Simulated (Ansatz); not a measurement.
`BC(=C)CI` and `BC(=C)C` differ in one atom or group.

Ansatz, PBE0-D4/def2-TZVP geometries, multiplicity 1. Each molecule was computed in one conformer, which needn't be the lowest.

Elements past krypton have def2 core potentials.

```json
{"property": "HOMO energy (PBE0/def2-TZVPP) / eV", "`BC(=C)CI`": "-7.29"}
{"property": "HOMO–LUMO gap (ωB97M-V/def2-TZVPP) / eV", "`BC(=C)CI`": "9.19"}
{"property": "size of the dipole moment (ωB97M-V/def2-TZVPP) / D", "`BC(=C)CI`": "2.12"}
{"property": "HOMO energy (PBE/def2-TZVPP) / eV", "`BC(=C)CI`": "-6.19"}
{"property": "HOMO energy (B3LYP/def2-TZVPP) / eV", "`BC(=C)CI`": "-7.05"}
{"property": "HOMO–LUMO gap (PBE0/def2-TZVPP) / eV", "`BC(=C)CI`": "5.04"}
```

Problem. What does the change do to each property? (Best estimate.)

Solution. The calculation gave: 
```csv
property,`BC(=C)C`,shift
HOMO energy (PBE0/def2-TZVPP) / eV,-7.93,-0.64
HOMO–LUMO gap (ωB97M-V/def2-TZVPP) / eV,10.18,0.99
size of the dipole moment (ωB97M-V/def2-TZVPP) / D,1.11,-1.01
HOMO energy (PBE/def2-TZVPP) / eV,-6.91,-0.72
HOMO energy (B3LYP/def2-TZVPP) / eV,-7.71,-0.66
HOMO–LUMO gap (PBE0/def2-TZVPP) / eV,5.99,0.95
```

With PBE0 the HOMO falls by 0.64 eV and the LUMO rises by 0.31 eV, so the gap widens by about 0.95 eV. PBE moves the HOMO by -0.72 eV and ωB97M-V by -0.69 eV. Dipoles are sizes alone; their direction can turn.

B3LYP here is the variant with VWN-RPA as its local correlation; programs differ in this.

Spin–orbit coupling is left out; it splits and shifts lone-pair levels of the heavy atoms by tenths of an eV.
